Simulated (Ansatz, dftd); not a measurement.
System: CHNO, charge 0, singlet. CHNO (isocyanic acid, SMILES C(=O)=N).
B3LYP-D3(BJ)/def2-TZVP minimum from Ansatz (a quantum-chemistry and plane-wave program):
```xyz
4

N     -1.1014     0.2807     0.2471
C      0.0427    -0.0239    -0.0008
O      1.1482    -0.1990    -0.3207
H     -1.7320    -0.2289     0.8408
```

Quantity: atomisation energy (electronic, to ground-state atoms), in kJ/mol. UHF or UKS for unpaired electrons; spin-orbit terms are left out. Cores are frozen in correlated methods. Rows without X2C or -DK are non-relativistic. CBS(X,Y): correlation extrapolated as X^-3, Hartree-Fock from the larger set (Q,5: extrapolated as (X+1)exp(-9√X)). A bracket is a step between two methods taken in the basis named. The functionals are non-relativistic, so their misses hold any scalar relativity. Double hybrids freeze cores in their MP2 part. 'core' is core correlation in cc-pwCVTZ, 'X2C' scalar relativity in cc-pVTZ-DK, both at CCSD(T). Where a partner has so few electrons that a lower coupled-cluster level is exact, that level stands in.

Compared with CCSD(T)/CBS(cc-pVQZ,cc-pV5Z) + [CCSDT(Q) - CCSD(T)]/cc-pVTZ + [CCSDTQ - CCSDT(Q)]/cc-pVDZ + core + X2C (Ansatz): 1816.7 kJ/mol.

Costs are rough ratios of core time, to one figure, on one kind of shared machine, summed over the single points of the molecules; atoms, geometries and frequencies are left out. The first row took roughly 3 core seconds; short runs hold start-up time.

| level | program | cost relative to the first row | difference (kJ/mol) |
|---|---|---|---|
| B3LYP-D3(BJ)/def2-TZVPD | Ansatz + dftd3 | 1 | 19.8 |
| r2SCAN/def2-TZVPD | Ansatz | 1 | 17.4 |
| B2GP-PLYP-D4/def2-TZVPD | Ansatz + dftd4 | 2 | -13.2 |
| CCSDT(Q)/cc-pVDZ | Ansatz | 10 | -188.1 |
| CCSD(T)/CBS(cc-pVTZ,cc-pVQZ) | Ansatz | 20 | -8.0 |
| CCSDT(Q)/cc-pVTZ | Ansatz | 400 | -73.6 |

The dearest row costs roughly 400 times the first. Costs within a factor of two don't rank. The table holds for this case alone.
